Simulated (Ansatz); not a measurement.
Geometry optimisation, RKS revPBE/6-31G* in Ansatz 0.2.0.

Input file:

```yaml
crystal:
  periodic: [false, false, false]
  atoms:
    - { symbol: Al, position_ang: [-0.020377, -0.324212, -0.417396] }
    - { symbol: F, position_ang: [0.136094, -0.01814, 2.436433] }
    - { symbol: F, position_ang: [1.485012, 0.308045, -0.777569] }
    - { symbol: H, position_ang: [-1.335833, 0.419075, -0.893748] }
    - { symbol: O, position_ang: [-0.06482, -1.919395, 0.341505] }
    - { symbol: Si, position_ang: [-0.728068, -3.377462, -0.165918] }
    - { symbol: H, position_ang: [0.276763, -4.482411, -0.011817] }
    - { symbol: H, position_ang: [-1.951012, -3.71902, 0.638002] }
    - { symbol: H, position_ang: [-1.1273, -3.305902, -1.619375] }
    - { symbol: H, position_ang: [0.179041, -0.948577, 2.309983] }
basis:
  gaussian: { orbitals: "6-31G*" }
hamiltonian:
  xc: revpbe
relax:
  f_tol: 0.03
  max_steps: 50
```

Run as:

```bash
$ ansatz run input.yaml --threads 2 --pin off --max-ram 3072MiB --backend cpu --events-out ev --progress --plain --runs-dir out
```

Question: Where does it end, and by what steps?

Answer: The forces met the threshold. The force dipped under the threshold on the way, but the program's further checks kept it going. After 32 steps the energy has fallen by 1.255 eV; H10 moved furthest, 1.37 Å. Parted: F2–H10 (0.94 → 2.51 Å). Joined: Al1–F2 (2.87 → 1.69 Å), O5–H10 (2.21 → 0.98 Å).

```csv
step,energy less start (eV),largest force component (eV/Å),accepted
0,0.0000,0.680,yes
2,-0.3563,0.623,yes
4,-0.5146,0.360,yes
6,-0.5850,0.608,yes
8,-0.7116,2.217,yes
10,-1.1039,0.753,yes
12,-1.1367,0.607,yes
14,-1.1682,0.173,yes
16,-1.1772,0.149,yes
18,-1.1820,0.069,yes
20,-1.1990,0.369,yes
22,-1.2391,0.100,yes
24,-1.2438,0.023,yes
26,-1.2511,0.105,yes
28,-1.2539,0.136,yes
30,-1.2546,0.055,yes
32,-1.2549,0.013,yes
```

```xyz
10
Properties=species:S:1:pos:R:3
Al 0.049 -0.060 0.147
F 0.694 0.282 1.675
F 1.076 -0.863 -0.942
H -1.045 0.929 -0.456
O -0.873 -1.743 0.760
Si -0.603 -3.241 -0.112
H 0.816 -3.687 -0.002
H -1.505 -4.240 0.545
H -1.035 -2.952 -1.504
H -0.723 -1.793 1.729
```

Whether the end is a true minimum wasn't checked by a vibrational analysis.

Run time: 72 s on 2 threads of Arm Neoverse V1 (shared host), peak memory 0.15 GiB.
